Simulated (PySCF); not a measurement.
These are PBE-D3(BJ)/def2-TZVP // PBE-D3(BJ)/def2-SVP (PySCF) values and carry that method's errors. Isolated molecules, 0 K electronic values unless said otherwise. Delta-SCF ions had no search for a lower state. Excitations are Tamm–Dancoff values on a coarser integration grid. The basis has no diffuse functions, so Rydberg states are missing or too high.

Reference species (SMILES): `Fc1c([SiH3])ccc2ccsc12` (neutral, multiplicity 1).

```json
{
  "HOMO": "-5.60 eV",
  "HOMO–LUMO gap": "3.46 eV",
  "vertical ionisation energy (Delta-SCF)": "7.94 eV",
  "brightest of the four lowest singlets (TDA)": "4.13 eV"
}
```

Changed species: `Fc1ccc([SiH3])c2ccsc12`.

### Question
Predict the effect on the HOMO, HOMO–LUMO gap, vertical ionisation energy (Delta-SCF) and brightest of the four lowest singlets (TDA).

### Answer
the HOMO falls by 0.04 eV, to -5.64 eV; the HOMO–LUMO gap increases by 0.04 eV, to 3.50 eV; the vertical ionisation energy (Delta-SCF) rises by 0.03 eV, to 7.97 eV; the brightest of the four lowest singlets (TDA) rises by 0.05 eV, to 4.18 eV.
